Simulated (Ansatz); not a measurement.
Geometry optimisation, RHF/def2-SVP (Ansatz).

The input (input.yaml):

```yaml
crystal:
  periodic: [false, false, false]
  atoms:
    - { symbol: B, position_ang: [-0.198926, 0.612806, -0.303323] }
    - { symbol: H, position_ang: [-0.393123, -0.207399, 1.945744] }
    - { symbol: F, position_ang: [0.952172, -0.06713, -0.268568] }
    - { symbol: "N", position_ang: [-1.3016, 0.001163, -0.89741] }
    - { symbol: H, position_ang: [-1.250576, -0.92836, -1.264193] }
    - { symbol: H, position_ang: [-2.195023, 0.434278, -0.997446] }
    - { symbol: P, position_ang: [-0.201661, 2.447744, 0.277184] }
    - { symbol: H, position_ang: [-1.442783, 2.472628, 0.946013] }
    - { symbol: H, position_ang: [0.61231, 2.332033, 1.416755] }
    - { symbol: H, position_ang: [-0.438089, 0.496038, 2.034444] }
basis:
  gaussian: { orbitals: def2-SVP }
hamiltonian:
  xc: hf
relax:
  f_tol: 0.03
  max_steps: 50
output:
  orbitals: {}
```

Command:

```bash
$ ansatz run input.yaml --threads 1 --pin off --max-ram 2048MiB --backend cpu --events-out ev --progress --plain --runs-dir out
```

Question: Where does it end, and by what steps?

Answer: The run converged. After 12 steps the energy has fallen by 0.356 eV; H10 moved furthest, 1.49 Å.

| step | energy less start (eV) | largest force component (eV/Å) | accepted |
| --- | --- | --- | --- |
| 0 | 0.0000 | 1.577 | yes |
| 1 | -0.1964 | 0.452 | yes |
| 2 | -0.2772 | 0.322 | yes |
| 3 | -0.3182 | 0.211 | yes |
| 4 | -0.3358 | 0.277 | yes |
| 5 | -0.3485 | 0.086 | yes |
| 6 | -0.3503 | 0.161 | yes |
| 7 | -0.3537 | 0.056 | yes |
| 8 | -0.3542 | 0.205 | yes |
| 9 | -0.3552 | 0.051 | yes |
| 10 | -0.3555 | 0.053 | yes |
| 11 | -0.3557 | 0.039 | yes |
| 12 | -0.3558 | 0.016 | yes |

```xyz
10
Properties=species:S:1:pos:R:3
B -0.167 0.804 -0.658
H -0.363 -0.909 3.092
F 1.001 0.162 -0.679
N -1.300 0.121 -1.090
H -1.249 -0.821 -1.421
H -2.217 0.514 -1.102
P -0.154 2.682 -0.126
H -1.427 2.743 0.484
H 0.592 2.530 1.061
H -0.573 -0.232 3.328
```

Whether the end is a true minimum wasn't checked by a vibrational analysis.

Time of the run: 25 s on 1 thread of Arm Neoverse V2 (shared host), peak memory 0.16 GiB.
